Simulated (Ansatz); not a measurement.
Steps of a relaxation of C4H10AlGaSe with RKS PBE0-D4/def2-TZVP.

```sh
$ ansatz run in.yaml --threads 2 --pin off --events-out ev --progress --plain --max-ram 32768MiB --backend cuda --devices 0, --max-vram 18GiB
```

```yaml
crystal:
  periodic: [false, false, false]
  atoms:
    - {symbol: C, position_ang: [-1.961120, -1.549810, 1.409510]}
    - {symbol: C, position_ang: [-1.059240, -0.677030, 0.962000]}
    - {symbol: Ga, position_ang: [0.232400, 0.667830, 1.724320]}
    - {symbol: C, position_ang: [-0.789360, -0.370750, -0.481610]}
    - {symbol: Al, position_ang: [1.121550, -1.178400, -0.297020]}
    - {symbol: Se, position_ang: [-0.717930, 1.606290, -0.573750]}
    - {symbol: C, position_ang: [0.815350, 1.847470, -1.774130]}
    - {symbol: H, position_ang: [-2.058880, -1.772160, 2.462080]}
    - {symbol: H, position_ang: [-2.643860, -2.064690, 0.744700]}
    - {symbol: H, position_ang: [1.717420, 0.290110, 0.818910]}
    - {symbol: H, position_ang: [0.449170, 1.666000, 2.928270]}
    - {symbol: H, position_ang: [-1.589690, -0.706260, -1.151930]}
    - {symbol: H, position_ang: [1.200830, -2.344530, 0.734650]}
    - {symbol: H, position_ang: [2.036980, -1.069800, -1.539890]}
    - {symbol: H, position_ang: [0.865910, 2.896190, -2.062870]}
    - {symbol: H, position_ang: [1.724750, 1.542460, -1.255060]}
    - {symbol: H, position_ang: [0.655730, 1.217060, -2.648190]}
basis:
  gaussian: {orbitals: def2-TZVP}
hamiltonian: {xc: pbe0, dispersion: d4}
relax: {f_tol: 0.005, max_steps: 150}
```

Positions (Å) and forces (eV/Å) along the path, 9 of 12 steps:

```xyz
17
step=1 energy=-128613.6014 eV
C    -1.961   -1.550    1.410    0.187    0.359    0.281
C    -1.059   -0.677    0.962   -0.100    0.781   -0.137
Ga    0.232    0.668    1.724    0.093   -0.009   -0.245
C    -0.789   -0.371   -0.482    0.005   -0.272    0.446
Al    1.122   -1.178   -0.297   -0.600    0.612    0.061
Se   -0.718    1.606   -0.574    0.342   -0.398   -0.024
C     0.815    1.847   -1.774   -0.086   -0.039    0.228
H    -2.059   -1.772    2.462    0.002   -0.065    0.133
H    -2.644   -2.065    0.745   -0.031   -0.098   -0.171
H     1.717    0.290    0.819   -0.668   -0.241    0.156
H     0.449    1.666    2.928    0.014   -0.309   -0.237
H    -1.590   -0.706   -1.152    0.352   -0.154   -0.118
H     1.201   -2.345    0.735    0.110   -0.367    0.117
H     2.037   -1.070   -1.540    0.495    0.069   -0.462
H     0.866    2.896   -2.063   -0.039   -0.002    0.037
H     1.725    1.542   -1.255   -0.054    0.069   -0.108
H     0.656    1.217   -2.648   -0.023    0.064    0.043
17
step=2 energy=-128613.8099 eV
C    -2.027   -1.442    1.466    0.187   -0.523   -0.184
C    -1.137   -0.579    0.980    0.202   -0.097   -0.250
Ga    0.193    0.701    1.719   -0.196   -0.079   -0.116
C    -0.774   -0.423   -0.472   -0.114   -0.016    0.357
Al    1.134   -1.175   -0.337   -0.311    0.121    0.162
Se   -0.695    1.543   -0.590    0.091    0.020   -0.202
C     0.824    1.863   -1.773   -0.085   -0.009    0.049
H    -2.068   -1.691    2.521   -0.217    0.255    0.045
H    -2.611   -2.093    0.799    0.086    0.319    0.209
H     1.562    0.178    0.850    0.030   -0.041    0.057
H     0.472    1.626    2.943    0.045   -0.066   -0.103
H    -1.495   -0.826   -1.199    0.180    0.081    0.132
H     1.255   -2.415    0.639   -0.001   -0.142   -0.034
H     2.118   -1.026   -1.568    0.105    0.127   -0.086
H     0.837    2.927   -2.011   -0.009   -0.060    0.018
H     1.753    1.561   -1.292   -0.040    0.033   -0.048
H     0.659    1.274   -2.674    0.049    0.075   -0.005
17
step=3 energy=-128613.8632 eV
C    -2.006   -1.468    1.485   -0.581    0.023    0.533
C    -1.126   -0.604    0.987    0.115   -0.130   -0.231
Ga    0.189    0.685    1.707   -0.161   -0.042   -0.003
C    -0.755   -0.456   -0.462    0.062   -0.178    0.143
Al    1.151   -1.182   -0.334   -0.072   -0.026    0.041
Se   -0.690    1.509   -0.610   -0.022    0.025   -0.052
C     0.815    1.881   -1.790   -0.027   -0.044    0.009
H    -2.197   -1.557    2.573    0.235    0.007   -0.745
H    -2.644   -2.085    0.834    0.283    0.174    0.226
H     1.556    0.126    0.883    0.120   -0.016    0.018
H     0.492    1.597    2.926    0.031    0.022   -0.035
H    -1.450   -0.880   -1.198    0.074    0.096    0.133
H     1.281   -2.486    0.573   -0.016    0.003   -0.101
H     2.165   -0.944   -1.547   -0.031    0.079    0.062
H     0.805    2.954   -1.988   -0.022   -0.064    0.024
H     1.754    1.583   -1.327   -0.023    0.012   -0.031
H     0.660    1.325   -2.714    0.033    0.058    0.009
17
step=4 energy=-128613.8988 eV
C    -2.052   -1.422    1.497   -0.167   -0.108    0.252
C    -1.114   -0.626    0.993   -0.090    0.019    0.007
Ga    0.176    0.686    1.703   -0.047   -0.013    0.078
C    -0.735   -0.499   -0.445    0.070   -0.004    0.001
Al    1.187   -1.160   -0.327   -0.011    0.202   -0.220
Se   -0.709    1.468   -0.619    0.170   -0.067   -0.081
C     0.809    1.836   -1.785   -0.115    0.146   -0.083
H    -2.231   -1.502    2.572    0.068    0.022   -0.296
H    -2.676   -2.046    0.853    0.068    0.079    0.087
H     1.577    0.083    0.968    0.061   -0.052   -0.101
H     0.502    1.646    2.878   -0.022    0.015   -0.003
H    -1.425   -0.928   -1.176    0.018   -0.020    0.041
H     1.311   -2.537    0.423    0.057   -0.181    0.078
H     2.193   -0.748   -1.513   -0.053   -0.088    0.170
H     0.816    2.920   -1.916    0.086   -0.048    0.023
H     1.741    1.474   -1.357   -0.086    0.094   -0.011
H     0.633    1.357   -2.748   -0.008    0.006    0.058
17
step=5 energy=-128613.9144 eV
C    -2.069   -1.411    1.504   -0.010   -0.068    0.005
C    -1.119   -0.630    0.997   -0.038    0.048   -0.005
Ga    0.181    0.672    1.705    0.020    0.005    0.040
C    -0.726   -0.515   -0.438    0.064   -0.046   -0.078
Al    1.186   -1.197   -0.315    0.048    0.149   -0.110
Se   -0.692    1.452   -0.625    0.024    0.019    0.011
C     0.799    1.876   -1.806   -0.042   -0.047   -0.050
H    -2.241   -1.491    2.572    0.000    0.031   -0.042
H    -2.695   -2.033    0.863    0.014    0.037    0.036
H     1.581    0.064    0.956    0.006   -0.041   -0.003
H     0.504    1.641    2.874   -0.010    0.006   -0.001
H    -1.416   -0.946   -1.169    0.002   -0.011    0.016
H     1.322   -2.587    0.426    0.000   -0.084    0.053
H     2.232   -0.790   -1.460   -0.068   -0.016    0.056
H     0.786    2.960   -1.925    0.023   -0.044    0.044
H     1.743    1.533   -1.389   -0.033    0.048   -0.008
H     0.624    1.401   -2.770   -0.001    0.012    0.036
17
step=9 energy=-128613.9189 eV
C    -2.086   -1.390    1.497    0.000   -0.005    0.001
C    -1.113   -0.635    0.995    0.004    0.004    0.001
Ga    0.190    0.657    1.719    0.003    0.001   -0.004
C    -0.697   -0.537   -0.438   -0.006    0.001    0.000
Al    1.218   -1.196   -0.306   -0.004   -0.006    0.006
Se   -0.685    1.433   -0.617   -0.002   -0.006    0.001
C     0.774    1.875   -1.825    0.013    0.007    0.004
H    -2.280   -1.439    2.562    0.001   -0.004   -0.002
H    -2.717   -2.006    0.859   -0.001    0.006    0.002
H     1.596    0.033    0.993   -0.004    0.002    0.001
H     0.498    1.635    2.883   -0.001   -0.002    0.001
H    -1.382   -0.975   -1.168    0.003    0.001    0.000
H     1.358   -2.601    0.423   -0.001    0.002    0.000
H     2.257   -0.767   -1.436    0.007    0.002   -0.005
H     0.799    2.964   -1.872   -0.003   -0.006   -0.005
H     1.720    1.483   -1.462   -0.010   -0.002   -0.005
H     0.549    1.467   -2.808    0.002    0.004    0.003
17
step=10 energy=-128613.9189 eV
C    -2.085   -1.390    1.496   -0.005    0.000    0.005
C    -1.111   -0.635    0.995    0.007    0.003   -0.003
Ga    0.190    0.657    1.720    0.002   -0.002   -0.001
C    -0.696   -0.537   -0.438   -0.009    0.004    0.001
Al    1.220   -1.196   -0.303   -0.001    0.003   -0.002
Se   -0.684    1.433   -0.616   -0.003   -0.004    0.000
C     0.772    1.875   -1.827    0.010    0.004    0.003
H    -2.278   -1.441    2.561   -0.002    0.000   -0.004
H    -2.720   -2.002    0.857    0.006   -0.001    0.002
H     1.596    0.035    0.994    0.001   -0.001    0.000
H     0.496    1.634    2.886   -0.001    0.000    0.000
H    -1.380   -0.976   -1.168    0.002    0.000   -0.001
H     1.358   -2.600    0.427    0.000   -0.003    0.002
H     2.261   -0.768   -1.433    0.001   -0.001    0.001
H     0.804    2.964   -1.868   -0.003   -0.004   -0.002
H     1.717    1.474   -1.471   -0.006   -0.001   -0.003
H     0.540    1.475   -2.812    0.001    0.003    0.002
17
step=11 energy=-128613.9189 eV
C    -2.085   -1.390    1.496    0.002   -0.004    0.004
C    -1.111   -0.635    0.994    0.000    0.002   -0.001
Ga    0.190    0.657    1.719    0.000   -0.001    0.000
C    -0.696   -0.537   -0.438   -0.002    0.001    0.001
Al    1.219   -1.197   -0.303    0.002    0.003   -0.001
Se   -0.685    1.433   -0.617    0.002   -0.002    0.000
C     0.772    1.876   -1.827    0.002    0.001    0.000
H    -2.278   -1.441    2.561   -0.002    0.001   -0.002
H    -2.718   -2.003    0.857    0.001    0.001    0.000
H     1.596    0.035    0.993    0.000    0.001    0.000
H     0.496    1.634    2.886    0.000    0.001   -0.001
H    -1.380   -0.976   -1.169    0.001    0.000   -0.001
H     1.357   -2.600    0.429   -0.001   -0.002    0.000
H     2.263   -0.769   -1.432   -0.002   -0.001    0.001
H     0.807    2.964   -1.864   -0.001   -0.001    0.000
H     1.715    1.471   -1.473   -0.001   -0.001    0.000
H     0.538    1.479   -2.813    0.000    0.001    0.000
17
step=12 energy=-128613.9189 eV
C    -2.084   -1.391    1.496    0.000    0.003    0.000
C    -1.111   -0.635    0.994   -0.002    0.000   -0.001
Ga    0.190    0.658    1.719   -0.002    0.002    0.000
C    -0.696   -0.537   -0.438    0.004   -0.001    0.000
Al    1.219   -1.197   -0.302    0.001   -0.001   -0.001
Se   -0.685    1.432   -0.618   -0.001    0.001    0.000
C     0.772    1.876   -1.827   -0.002   -0.002   -0.001
H    -2.278   -1.441    2.561    0.002   -0.002    0.001
H    -2.716   -2.005    0.858    0.000    0.000   -0.001
H     1.596    0.036    0.993    0.000   -0.001    0.000
H     0.495    1.635    2.885    0.000    0.000    0.000
H    -1.380   -0.977   -1.169    0.000    0.000    0.000
H     1.356   -2.600    0.430    0.000    0.000    0.000
H     2.263   -0.771   -1.431   -0.001    0.000    0.001
H     0.809    2.965   -1.861    0.001    0.001    0.001
H     1.714    1.467   -1.476    0.002    0.000    0.001
H     0.536    1.484   -2.815    0.000    0.000    0.000
```

Run time 43 s (2 threads of an AMD EPYC 7R13 on a shared host and a share of an NVIDIA H100 80 GB); peak host memory 1.1 GiB.
